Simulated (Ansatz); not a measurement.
A nudged elastic band was laid between two geometries of C$_{3}$H$_{8}$Cl$_{2}$Si (14 atoms, charge 0, multiplicity 1).

Computed with Ansatz, RKS r2SCANh-D4/STO-3G.

```json
{
 "movable images": "9",
 "climbing image": "yes",
 "spring": "5.0 eV/Å²",
 "optimiser": "quadratic models (default)",
 "start path": "through a guess of the saddle point",
 "force threshold": "0.05 eV/Å",
 "iteration limit": "6",
 "end points": "relaxed"
}
```

Image 0:

```xyz
14
Properties=species:S:1:pos:R:3
C -1.300 -0.347 1.861
Si 0.064 -0.760 0.664
C 0.130 0.563 -0.713
C 1.232 0.352 -1.780
Cl -1.510 0.603 -1.594
Cl 0.416 2.229 0.073
H -1.358 -1.094 2.657
H -2.267 -0.317 1.351
H -1.130 0.629 2.321
H 1.365 -0.753 1.288
H -0.154 -2.022 -0.001
H 1.078 -0.615 -2.277
H 1.206 1.151 -2.531
H 2.216 0.352 -1.290
```

Image 10:

```xyz
14
Properties=species:S:1:pos:R:3
C -1.288 -0.334 1.870
Si 0.134 -0.696 0.724
C 0.089 0.520 -0.748
C 1.212 0.334 -1.799
Cl -1.543 0.337 -1.627
Cl 0.211 2.260 -0.092
H -1.274 -1.006 2.732
H -2.243 -0.461 1.355
H -1.236 0.693 2.239
H 1.415 -0.508 1.363
H 0.058 -2.020 0.156
H 1.113 1.068 -2.608
H 2.189 0.463 -1.315
H 1.150 -0.678 -2.222
```

Q: Which bonds break or form, and what moves?

A: No bond is made or broken. The dihedral Cl5–C3–C4–H12 goes from -62 to 58°. The two ends are copies of one structure, up to a mirror image or an exchange of like atoms.

Q: What energy profile does the band end with?

A: The run ended unconverged. The highest image is number 5 of 0 to 10, 16.5 kJ/mol above the ends, which have the same energy within 2 meV. The band didn't meet its force threshold, so its energies are provisional: the largest band force was still 0.09 eV/Å, and over the last iterations the top stayed at 0.18 eV. Limits of this set-up: minimal basis.

```json
{"image": "0", "path coordinate (Å)": "0.00", "energy (kJ/mol)": "0.0", "dihedral Cl5–C3–C4–H12 (°)": "-62"}
{"image": "1", "path coordinate (Å)": "0.35", "energy (kJ/mol)": "1.4", "dihedral Cl5–C3–C4–H12 (°)": "-51"}
{"image": "2", "path coordinate (Å)": "0.70", "energy (kJ/mol)": "5.4", "dihedral Cl5–C3–C4–H12 (°)": "-39"}
{"image": "3", "path coordinate (Å)": "1.05", "energy (kJ/mol)": "10.5", "dihedral Cl5–C3–C4–H12 (°)": "-27"}
{"image": "4", "path coordinate (Å)": "1.40", "energy (kJ/mol)": "14.8", "dihedral Cl5–C3–C4–H12 (°)": "-15"}
{"image": "5", "path coordinate (Å)": "1.75", "energy (kJ/mol)": "16.5", "dihedral Cl5–C3–C4–H12 (°)": "-2"}
{"image": "6", "path coordinate (Å)": "2.13", "energy (kJ/mol)": "14.8", "dihedral Cl5–C3–C4–H12 (°)": "11"}
{"image": "7", "path coordinate (Å)": "2.50", "energy (kJ/mol)": "10.3", "dihedral Cl5–C3–C4–H12 (°)": "25"}
{"image": "8", "path coordinate (Å)": "2.88", "energy (kJ/mol)": "4.8", "dihedral Cl5–C3–C4–H12 (°)": "38"}
{"image": "9", "path coordinate (Å)": "3.25", "energy (kJ/mol)": "1.0", "dihedral Cl5–C3–C4–H12 (°)": "50"}
{"image": "10", "path coordinate (Å)": "3.63", "energy (kJ/mol)": "0.0", "dihedral Cl5–C3–C4–H12 (°)": "58"}
```

The band took 6 iterations and of the order of 2.2 core-minutes.

Time of the run: 2.2 min on 1 thread of AMD EPYC 9R45 96-Core Processor (Zen 5), on a shared host, peak memory 0.19 GiB.
